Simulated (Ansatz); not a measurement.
System: SbI2, charge 0, doublet. SbI2 (SMILES [I][Sb][I], doublet).
B3LYP-D3(BJ)/def2-TZVP minimum from Ansatz (a quantum-chemistry and plane-wave program):
```xyz
3

Sb    -0.6115    -0.4885     0.8728
I     -1.0121     1.8900    -0.4090
I      1.6006    -1.4200    -0.4309
```
Charge 0, spin multiplicity 2.

Total energies in def2-SVP, 19 correlated electrons, 27 frozen orbitals. Radicals and triplets start from unrestricted determinants; spin-orbit coupling is neglected. Cores are frozen in correlated methods (noble-gas shells, and filled d and f shells in the p block). Past Kr the def2 sets carry scalar-relativistic core potentials. Spin-orbit terms, left out, reach several kcal/mol for Br and I, and more for heavier atoms.

| method | program | energy (Eh) | minus CCSDT(Q) (mEh) |
|---|---|---|---|
| HF | Ansatz | -832.64365 | 301.37 |
| MP2 | Ansatz | -832.90675 | 38.27 |
| CCSD | Ansatz | -832.93453 | 10.49 |
| CCSD(T) | Ansatz | -832.94314 | 1.89 |
| CCSDT(Q) | Ansatz | -832.94502 | 0.00 |

Rough core times of Ansatz's runs on a shared machine: CCSD(T) 30 s, CCSDT(Q) 5 min.
